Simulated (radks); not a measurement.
Removal energies from the terbium ion Tb4+, [Xe] 4f(5/2: 6, 7/2: 1), by Delta-SCF beside the eigenvalue of the level emptied. Method: Dirac Kohn-Sham, relativistic LDA (MacDonald-Vosko exchange, VWN5 correlation), spin-unpolarised, spherical densities, finite nucleus; Fermi nuclear charge, rms radius of each element as measured or else 0.836 A^(1/3) + 0.57 fm; computed with a radial shooting solver on a logarithmic mesh with Libxc functionals. Sub-shells are occupied by j as written (lower j first in brackets).

| removed from | final configuration | Delta-SCF (eV) | -eigenvalue (eV) |
|---|---|---|---|
| 4f7/2 | [Xe] 4f(5/2: 6, 7/2: 0) | 65.232 | 54.240 |
| 4f5/2 | [Xe] 4f(5/2: 5, 7/2: 1) | 66.215 | 55.157 |
| 5p3/2 | [Kr] 4d10 4f(5/2: 6, 7/2: 1) 5s2 5p(1/2: 2, 3/2: 3) | 74.065 | 66.784 |
| 5p1/2 | [Kr] 4d10 4f(5/2: 6, 7/2: 1) 5s2 5p(1/2: 1, 3/2: 4) | 79.714 | 72.121 |
